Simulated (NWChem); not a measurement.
# Si2H5OCl; SMILES [SiH2](Cl)O[SiH3]

```xyz
9

Si    -0.5032     2.0668     0.0140
O      0.6553     0.8731    -0.0782
Si     0.9935    -0.7299     0.0229
Cl    -0.7698    -1.8131    -0.0098
H      0.1860     3.3741    -0.1666
H     -1.1747     2.0323     1.3463
H     -1.5208     1.8803    -1.0603
H      1.6819    -1.0269     1.3051
H      1.8068    -1.1381    -1.1493
```
Atoms are numbered in this order, from 1.

Results from NWChem. Structure relaxed at the PBE0/def2-SVP level. Level SCAN/def2-SVP: energy and gradient on several grids; changes count from the extra-fine grid, which is no exact limit either.

```csv
grid,size of the energy change (μHa),largest change of a gradient component (μHa/bohr),"time, medium = 1 (rough)"
xcoarse,30000,2000,0.5
coarse,10000,1000,about 1
medium,4000,800,about 1
fine,800,400,about 1
xfine,< 10,< 30,2
```
